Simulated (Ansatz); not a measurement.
Mulliken charges of F₂H₂S₂Si (`F[Si](F)(S)S`) from B3LYP/def2-TZVPP in Ansatz (PBE0-D4/def2-TZVP geometry).

```csv
atom,x (Å),y (Å),z (Å),charge (e)
F1,0.824,-1.488,1.053,-0.292
Si2,0.179,-0.419,0.081,0.796
F3,-0.856,-1.227,-0.809,-0.292
S4,-0.870,1.095,1.098,-0.232
S5,1.782,0.378,-1.017,-0.224
H6,-1.984,0.349,1.217,0.121
H7,0.985,1.243,-1.668,0.122
```

Problem. By hand: the dipole of these point charges (1 e Å = 4.8032 D).

Solution. Σ q r = (-0.165, 0.314, -0.090) e Å, of length 0.366 e Å = 1.76 D.

Problem. How does the dipole of the full density compare? (An estimate is asked.)

Solution. Ansatz gave: (-0.173, 0.258, -0.084) e Å, 1.55 D; the point charges give 1.14 times that, at 6° from its direction.

Point charges leave out the atoms' own dipoles, such as those of lone pairs, and Mulliken's split depends on the basis, so the close match here is no proof of good charges.

B3LYP here is the variant with VWN-RPA as its local correlation; programs differ in this.
